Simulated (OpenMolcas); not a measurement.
Tc5+ among 6 point charges of -1.7 e arranged as an octahedron (Oh), 2.12 Å from the ion.
```
   2.1200    0.0000    0.0000  -1.70
   0.0000    2.1200    0.0000  -1.70
  -2.1200    0.0000    0.0000  -1.70
   0.0000   -2.1200    0.0000  -1.70
   0.0000    0.0000    2.1200  -1.70
   0.0000    0.0000   -2.1200  -1.70
```

* Program: OpenMolcas
* Method: CASSCF
* Basis: ANO-RCC-VDZP [6s5p3d1f]
* Scalar Hamiltonian: DKH2, point nucleus
* Active space: 2 electrons in 5 orbitals (4d)
* State averaging: 2S+1 = 3 even, 10 roots; 2S+1 = 1 even, 15 roots
* Spin-orbit coupling: RASSI with atomic mean-field integrals over the reference wave functions

Question: What is the spin-free ground state (labels of O, the rotations of Oh)?

Answer: 3T1, 3-fold in its orbital part, 99 % from free-ion F terms; it has the highest spin that d2 allows.

Question: Where is the first state of the same spin?

Answer: 3T2 at 4270 cm-1 above the ground state.

Question: What are the lowest two levels with spin-orbit coupling?

Answer: A 2-fold level E, then a 3-fold level T2 381.4 cm-1 above it. Their leading multiplicities are 3 (99 %) and 3 (99 %).

Question: What is χT at 300 K, and how does it compare with the textbook value?

Answer: The lowest level has 2S+1 = 3, for which the spin-only value is χT = S(S+1) / 2 = 1.000 cm3 K/mol (g = 2). The computed 0.148 at 300 K differs by -0.852, through orbital momentum, spin-orbit coupling and any other state in reach. With a threefold ground state the orbital momentum is unquenched, so the spin-only value is not expected to hold.

Question: Which ligand-field parameters describe the states?

Answer: A least-squares ligand-field fit to the states below 45000 cm-1, each weighted by its degeneracy and with a free common offset, gives 10Dq = 5104 cm-1, B = 941 cm-1 and C = 3829 cm-1 (C/B = 4.07), with an rms deviation of 30 cm-1. 

An orbital triplet at a regular site is open to Jahn-Teller coupling, which can distort the site and quench the lowest spin-orbit gaps and is left out. Without dynamic correlation the repulsion within the d shell is too large (B by tens of per cent), so at a given field states of lower spin stand too high. This field is weak: 10Dq is about 5104 cm-1, while octahedral complexes of 4d ions of charge 3 and more, computed by the same method with explicit ligands, had a median near 25000 cm-1. Ground spin and moment need not be those of a real site. Point charges carry no covalency, so the field is a model and not that of real ligands. No measured value stands beside these numbers.
